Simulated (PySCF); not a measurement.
Species: C₆H₈ClO₂ (doublet state).
Atom-mapped SMILES: `[CH2:1]=[C:2]([Cl:3])[C@@H:4]1[O:5][C@H:6]([CH3:7])[C:8]1[OH:9]` (hydrogens: H10, H11 on C1; H12 on C4; H13 on C6; H14, H15, H16 on C7; H17 on O9)

Geometry (GFN2-xTB, Å), atoms numbered from 1 in this order:
```xyz
17
C6H8ClO2 angstrom
C      2.1593    1.3075    0.5131
C      1.8725    0.0391    0.3005
Cl     2.8034   -1.2491    0.9929
C      0.7182   -0.4748   -0.5106
O     -0.1737    0.5360   -0.9764
C     -1.3200   -0.0626   -0.3363
C     -2.0443    0.8768    0.6151
C     -0.4130   -1.0920    0.2674
O     -0.6948   -2.4102    0.4499
H      1.5440    2.0611    0.0551
H      2.9880    1.6232    1.1206
H      1.1061   -1.0919   -1.3403
H     -2.0243   -0.4552   -1.0857
H     -2.4763    1.7039    0.0589
H     -2.8322    0.3303    1.1252
H     -1.3462    1.2696    1.3494
H      0.1262   -2.8997    0.5846
```

The hyperfine couplings belong to this conformer and change with its torsions.

Computed, not measured: UKS B3LYP, pcH-1 on C Cl H O, non-relativistic, mean-field spin-orbit, GIAO (PySCF). Isolated species at its GFN2-xTB geometry (one conformer only). The geometry wasn't refined by DFT: couplings that depend on bond lengths, twists or pyramidal angles can differ widely from those at the functional's own minimum. No stability test was run, so a lower SCF solution isn't excluded.

(1) Predict the first-order ENDOR lines of C7, C2, C6, C4, H12, H13, H17, H11, H10 and H14/H15/H16 under fast tumbling at B = 348.5 mT (X band).

(2) Which pairs are centred on the nuclear Larmor frequency, and which on half the coupling?

(3) At what field would the lower line of H13 fall to zero frequency?

Answers

(1) For S = 1/2 in fast tumbling each set of equivalent nuclei gives two lines, ν± = |νn ± a/2| to first order, with νn = g_N μN B/h and μN/h = 7.62259 MHz/T.

| nuclei | isotope | g_N | νn (MHz) | a_iso (MHz) | lower line (MHz) | upper line (MHz) |
| --- | --- | --- | --- | --- | --- | --- |
| C7 | 13C | 1.4048 | 3.73 | 40.59 | 16.56 | 24.03 |
| C2 | 13C | 1.4048 | 3.73 | 40.06 | 16.30 | 23.76 |
| C6 | 13C | 1.4048 | 3.73 | -12.32 | 2.43 | 9.89 |
| C4 | 13C | 1.4048 | 3.73 | -5.49 | 0.99 | 6.48 |
| H12 | 1H | 5.5857 | 14.84 | 60.44 | 15.38 | 45.06 |
| H13 | 1H | 5.5857 | 14.84 | 55.25 | 12.79 | 42.46 |
| H17 | 1H | 5.5857 | 14.84 | -10.68 | 9.50 | 20.18 |
| H11 | 1H | 5.5857 | 14.84 | 1.78 | 13.95 | 15.73 |
| H10 | 1H | 5.5857 | 14.84 | 0.78 | 14.45 | 15.23 |
| H14/H15/H16 | 1H | 5.5857 | 14.84 | -0.71 | 14.48 | 15.19 |

The rows for 13C, of low natural abundance, apply to labelled samples.

(2) Centred on νn, since |a| < 2νn: C4, H17, H11, H10 and H14/H15/H16. Centred on |a|/2 and split by 2νn: C7, C2, C6, H12 and H13.

(3) Where νn = |a|/2, that is B = 27.62 MHz/(5.5857 × 7.62259 MHz/T) = 649 mT, as far as first order holds there.

Nuclei that the bonding pattern makes equivalent are averaged, as if the motion that swaps them (rotation, inversion, ring flip) were fast.

Largest spin populations (Mulliken): C8 (+0.83) and O9 (+0.13). No atom but C8 exceeds +0.15. The angles at C8 add up to 342.9°, so it is pyramidal.

Hardware: one thread of an Arm Neoverse V2, no GPU, shared host. Cost: 1.8 min (grids of density and orbitals included), 1.1 GiB resident at most.
